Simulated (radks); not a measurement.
All-electron atom: Hg2+ in [Xe] 4f14 5d9.75 6s0.25 (fractional occupations, a model configuration).

All-electron calculation, scalar-relativistic Kohn-Sham, PBE, spin-polarised, spherical densities, point nucleus; open shells are filled with parallel spins first (spin-orbit coupling, left out, can overturn this in heavy ions). Program: a radial shooting solver on a logarithmic mesh with Libxc functionals.

Energy parts (hartree):
| part | energy |
|---|---|
| total | -19621.5717 |
| kinetic | 22033.4209 |
| electron-nucleus | -48832.2876 |
| Hartree | 7547.0504 |
| exchange-correlation | -369.7555 |

Orbitals (lengths in bohr, moments of r in powers of bohr; r(90%) holds 90 % of the orbital's charge):
orbital  occ.  eigenvalue (hartree)  r(90%)      <r^2>
1s up       1             -3057.855  0.0303  0.0003805
1s down     1             -3057.855  0.0303  0.0003805
2s up       1             -542.5485   0.109   0.005793
2s down     1             -542.5477   0.109   0.005793
2p up       3             -467.8621   0.103   0.004898
2p down     3             -467.8614   0.103   0.004898
3s up       1             -129.3132   0.265    0.03732
3s down     1             -129.3128   0.265    0.03732
3p up       3             -107.7399   0.272    0.03848
3p down     3             -107.7395   0.272    0.03848
3d up       5             -85.06994   0.256    0.03187
3d down     5             -85.06931   0.256    0.03187
4s up       1             -29.01114   0.572     0.1798
4s down     1             -29.01024   0.572     0.1798
4p up       3             -21.93995   0.617     0.2057
4p down     3             -21.93908   0.617     0.2057
4d up       5             -13.55740   0.669     0.2327
4d down     5             -13.55638   0.669     0.2327
5s up       1              -5.08626    1.29     0.9116
5s down     1              -5.08118    1.29     0.9109
4f up       7              -4.26515   0.772     0.2811
4f down     7              -4.26381   0.772     0.2809
5p up       3              -3.18803    1.50      1.219
5p down     3              -3.18152    1.50      1.217
5d up       5              -1.08794    2.20      2.405
5d down  4.75              -1.07822    2.19      2.397
6s up    0.25              -0.87714    3.42      6.268
6s down     0              -0.86487    3.43      6.283
6p up       0              -0.55996    4.40      10.29
6p down     0              -0.54879    4.40      10.30

The highest occupied level is 6s up at -23.868 eV. Spin moment in Bohr magnetons: 0.5.
